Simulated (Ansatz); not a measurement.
`C[O][Hf]([Cl])([Cl])[SeH]` at its PBE0-D4/def2-TZVP geometry, where that method's forces vanish. Total charge 0; spin multiplicity 1. Hf: def2 effective core potential.

| atom | x (Å) | y (Å) | z (Å) |
| --- | --- | --- | --- |
| C1 | -1.941 | -0.825 | 0.086 |
| O2 | -0.685 | -0.226 | -0.028 |
| Hf3 | 0.927 | 0.687 | -0.290 |
| Cl4 | 0.707 | 2.940 | 0.325 |
| Cl5 | 1.609 | 0.528 | -2.529 |
| Se6 | 2.573 | -0.533 | 1.263 |
| H7 | -2.298 | -1.137 | -0.899 |
| H8 | -2.654 | -0.119 | 0.519 |
| H9 | -1.873 | -1.703 | 0.733 |
| H10 | 3.635 | 0.388 | 0.821 |

Problem. For each bond, give half the difference of the two atoms' forces along it (eV/Å; positive pushes the atoms apart) under PBE-D4, r2SCAN-D4, B3LYP-D4, ωB97M-V in def2-TZVPP. (Estimate.)

Solution. Ansatz gave: 
```csv
bond,length (Å),PBE-D4,r2SCAN-D4,B3LYP-D4,ωB97M-V
C1–O2,1.397,0.11,0.20,0.18,0.35
C1–H7,1.093,0.09,-0.06,-0.09,-0.13
C1–H8,1.093,0.09,-0.06,-0.09,-0.13
C1–H9,1.093,0.09,-0.06,-0.09,-0.14
O2–Hf3,1.872,0.13,0.04,0.04,-0.11
Hf3–Cl4,2.346,0.03,0.04,0.12,0.08
Hf3–Cl5,2.346,0.03,0.04,0.12,0.07
Hf3–Se6,2.571,0.06,0.00,0.08,-0.03
Se6–H10,1.474,0.26,-0.01,0.05,-0.09
```

B3LYP here is the variant with VWN-RPA as its local correlation; programs differ in this.
